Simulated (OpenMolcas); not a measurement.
## Ar VII: effect of the active space

```yaml
Program: OpenMolcas 26.06
Method: SS-CASPT2 or its RAS form, IPEA 0.25 Eh, imaginary shift 0.1 Eh
Basis: ANO-RCC-VTZP
Scalar_Hamiltonian: DKH2, point nucleus
Spin-orbit_coupling: RASSI with atomic mean-field integrals over the reference wave functions, term energies averaged over their components
```

A. 2 electrons in 4 orbitals (3s 3p); 2S+1 = 3 even, 3 roots; 2S+1 = 1 even, 7 roots (6 in the spin-orbit step); 2S+1 = 3 odd, 3 roots; 2S+1 = 1 odd, 3 roots; closed shells correlated: 2s 2p; CASPT2 step about 2.1 core-seconds
B. 2 electrons in 8 orbitals (3s 3p 4s 4p); 2S+1 = 3 even, 3 roots; 2S+1 = 1 even, 6 roots; 2S+1 = 3 odd, 3 roots; 2S+1 = 1 odd, 3 roots; closed shells correlated: 2s 2p; CASPT2 step of the order of 4 core-seconds
C. 2 electrons in 9 orbitals (RAS2 3s 3p; RAS3 3d, at most 2 electrons); 2S+1 = 3 even, 3 roots; 2S+1 = 1 even, 7 roots; 2S+1 = 3 odd, 3 roots; 2S+1 = 1 odd, 3 roots; closed shells correlated: 2s 2p; CASPT2 step of the order of 6 core-seconds

Energies in cm-1 above 3s2 1S0, the measured ground level; measured values from Saloman, J. Phys. Chem. Ref. Data 39, 033101 (2010).

| Level | A | B | C | Measured |
| --- | --- | --- | --- | --- |
| 3s2 1S0 | 0.0 | 0.0 | 0.0 | 0.0 |
| 3s 3p 3P* 0 | 112835 | 112842 | 112671 | 113101 |
| 3s 3p 3P* 1 | 113597 | 113604 | 113429 | 113906 |
| 3s 3p 3P* 2 | 115177 | 115183 | 115001 | 115590 |
| 3s 3p 1P* 1 | 175209 | 174999 | 173122 | 170722 |

Deviations, from unrounded energies. A percentage is the sum of absolute deviations over the sum of measured energies, with the sign that they share, or ± where signs differ.

```tsv
Against measurement	Levels	A	B	C
mean absolute deviation (cm-1)	4	1400	1300	970
other configurations (%)	4	±1.1	±1.0	±0.8
```

C lies closest to measurement on these levels and A furthest from it. The largest miss of C in the table is 3s 3p 1P* 1, by +2400 cm-1. The ranking rests on the paired levels alone, and a cruder setting can come out closer through cancelling errors.

Among A to C the level of the table that moves most is 3s 3p 1P* 1, by 2100 cm-1 (lowest in C, highest in A).

Over all roots computed the reference weight is 0.94 to 1.00 in A, 0.93 to 1.00 in B; the roots of lowest weight are the least certain, and an intruder state may touch them. Active for correlation alone: 4p 4s; no level in the range computed is led by a configuration that fills them, so any true level of that kind is missing (holds for B). Active for correlation alone: 3d; no level in the range computed is led by a configuration that fills it, so any true level of that kind is missing (holds for C). Measured partners are found by configuration, term and J. A level has none where our copy of the source lacks it or the pairing is in doubt (some pairs that miss far off the trend of their configuration count as doubtful), and it then counts in no deviation. Levels of configurations outside the active space are missing. Levels that lie high or do not pair safely by name in every column are left out.

* marks odd parity.
